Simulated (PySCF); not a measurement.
ITl, charge -1, doublet, geometry from GFN2-xTB (such geometries of metal compounds can be far from the true shape) (a state made from the parent by changing its charge; the spin is typed, not shown lowest) (core potentials on I, Tl) (in this run its highest filled SCF level lies above zero, so its values depend strongly on the basis, on diffuse functions most of all); PBE/def2-SV(P) (PySCF).

Here is a job for PySCF.
```python
from pyscf import gto, scf, dft

mol = gto.M(
    atom='''
Tl   -0.00000000   -0.00000000   -1.17686441
I     0.00000000    0.00000000    1.79860409
''',
    basis='def2-sv(p)',
    ecp={'I': 'def2-sv(p)', 'Tl': 'def2-sv(p)'},
    charge=-1,
    spin=1,
    verbose=4,
)

mf = dft.UKS(mol)
mf.xc = 'pbe'
mf.kernel()
mf.analyze()
```

Q: Predict the main parts of the log of this PySCF run.

A: 
```
PySCF version 2.14.0

[INPUT] verbose = 4
[INPUT] num. atoms = 2
[INPUT] num. electrons = 47
[INPUT] charge = -1
[INPUT] spin (= nelec alpha-beta = 2S) = 1
[INPUT] symmetry False subgroup None
[INPUT] Mole.unit = angstrom
[INPUT] Symbol           X                Y                Z      unit          X                Y                Z       unit  Magmom
[...]
nuclear repulsion = 93.3695099554911
number of shells = 20
number of NR pGTOs = 122
number of NR cGTOs = 52
basis = def2-sv(p)
ecp = {'I': 'def2-sv(p)', 'Tl': 'def2-sv(p)'}

******** <class 'pyscf.dft.uks.UKS'> ********
method = UKS
initial guess = minao
damping factor = 0
level_shift factor = 0
DIIS = <class 'pyscf.scf.diis.CDIIS'>
diis_start_cycle = 1
diis_space = 8
diis_damp = 0
SCF conv_tol = 1e-09
SCF conv_tol_grad = None
SCF max_cycles = 50
direct_scf = True
direct_scf_tol = 1e-13
number electrons alpha = 24  beta = 23
XC library pyscf.dft.libxc version 7.1.2
    S. Lehtola, C. Steigemann, M. J. T. Oliveira, and M. A. L. Marques,  SoftwareX 7, 1–5 (2018)
XC functionals = pbe
    J. P. Perdew, K. Burke, and M. Ernzerhof,  Phys. Rev. Lett. 77, 3865 (1996)
    J. P. Perdew, K. Burke, and M. Ernzerhof,  Phys. Rev. Lett. 78, 1396 (1997)
    J. P. Perdew, K. Burke, and M. Ernzerhof,  Phys. Rev. Lett. 77, 3865 (1996)
    J. P. Perdew, K. Burke, and M. Ernzerhof,  Phys. Rev. Lett. 78, 1396 (1997)
radial grids:
    Treutler-Ahlrichs [JCP 102, 346 (1995); DOI:10.1063/1.469408] (M4) radial grids

becke partition: Becke, JCP 88, 2547 (1988); DOI:10.1063/1.454033
pruning grids: <function nwchem_prune>
grids dens level: 3
symmetrized grids: False
atomic radii adjust function: <function treutler_atomic_radii_adjust>
small_rho_cutoff = 0
Set gradient conv threshold to 3.16228e-05
tot grids = 44888
init E= -417.438063312624

cycle= 1 E= -467.927658513379  delta_E= -50.5  |g|= 2.48  |ddm|= 10.7
cycle= 2 E= -464.048034896631  delta_E= 3.88  |g|= 2.68  |ddm|= 8.63
cycle= 3 E= -469.125599659345  delta_E= -5.08  |g|= 0.96  |ddm|= 9.55
cycle= 4 E= -469.73458762839  delta_E= -0.609  |g|= 0.828  |ddm|= 7.15
cycle= 5 E= -470.310099860783  delta_E= -0.576  |g|= 0.154  |ddm|= 1.87
cycle= 6 E= -470.326133806382  delta_E= -0.016  |g|= 0.0823  |ddm|= 0.448
cycle= 7 E= -470.331093557344  delta_E= -0.00496  |g|= 0.0178  |ddm|= 0.154
cycle= 8 E= -470.331391541664  delta_E= -0.000298  |g|= 0.00462  |ddm|= 0.0308
cycle= 9 E= -470.331418218062  delta_E= -2.67e-05  |g|= 0.00116  |ddm|= 0.0112
[...]
converged SCF energy = -470.331419086791  <S^2> = 0.75160535  2S+1 = 2.0016047
Total Energy =                        -470.331419086790902
[...]
Nuclear Repulsion Energy =              93.369509955491054
One-electron Energy =                -1015.789751744780460
Two-electron Energy =                  452.088822702498533
Two-electron Coulomb Energy =          489.476881273609138
DFT Exchange-Correlation Energy =      -37.388058571110619
**** MO energy ****
                             alpha | beta                alpha | beta
[...]
spin_pop of  0 Tl 5s       -0.00004
spin_pop of  0 Tl 6s        0.00093
spin_pop of  0 Tl 7s       -0.00166
spin_pop of  0 Tl 8s        0.00077
spin_pop of  0 Tl 5px       0.00013
spin_pop of  0 Tl 5py       0.00011
spin_pop of  0 Tl 5pz      -0.00006
spin_pop of  0 Tl 6px       0.01428
spin_pop of  0 Tl 6py       0.01188
spin_pop of  0 Tl 6pz       0.00063
spin_pop of  0 Tl 7px       0.00058
spin_pop of  0 Tl 7py       0.00050
spin_pop of  0 Tl 7pz       0.00043
spin_pop of  0 Tl 8px       0.50725
spin_pop of  0 Tl 8py       0.42271
spin_pop of  0 Tl 8pz       0.01230
spin_pop of  0 Tl 5dxy     -0.00325
spin_pop of  0 Tl 5dyz     -0.00334
spin_pop of  0 Tl 5dz^2    -0.00631
spin_pop of  0 Tl 5dxz     -0.00582
spin_pop of  0 Tl 5dx2-y2   -0.00299
spin_pop of  0 Tl 6dxy      0.00160
spin_pop of  0 Tl 6dyz      0.00369
spin_pop of  0 Tl 6dz^2     0.00630
spin_pop of  0 Tl 6dxz      0.00547
spin_pop of  0 Tl 6dx2-y2    0.00394
spin_pop of  1 I 4s       -0.00000
spin_pop of  1 I 5s       -0.00008
spin_pop of  1 I 6s       -0.00005
spin_pop of  1 I 7s       -0.00002
spin_pop of  1 I 4px       0.00006
spin_pop of  1 I 4py       0.00004
spin_pop of  1 I 4pz       0.00003
spin_pop of  1 I 5px      -0.00108
spin_pop of  1 I 5py       0.00000
spin_pop of  1 I 5pz       0.00000
spin_pop of  1 I 6px      -0.00071
spin_pop of  1 I 6py       0.01695
spin_pop of  1 I 6pz       0.01283
spin_pop of  1 I 7px      -0.00939
spin_pop of  1 I 7py       0.00356
spin_pop of  1 I 7pz       0.00302
spin_pop of  1 I 4dxy      0.00082
spin_pop of  1 I 4dyz     -0.00005
spin_pop of  1 I 4dz^2     0.00099
spin_pop of  1 I 4dxz     -0.00007
spin_pop of  1 I 4dx2-y2    0.00000
spin_pop of  1 I 5dxy      0.00138
spin_pop of  1 I 5dyz      0.00004
spin_pop of  1 I 5dz^2     0.00164
spin_pop of  1 I 5dxz      0.00007
spin_pop of  1 I 5dx2-y2   -0.00001
In total            24.00000 | 23.00000

WARN: System has nonzero charge -1; the dipole moment is origin-dependent.
Location of origin: [0. 0. 0.]

Dipole moment(X, Y, Z, Debye):  0.00000,  0.00000, -1.75642
```
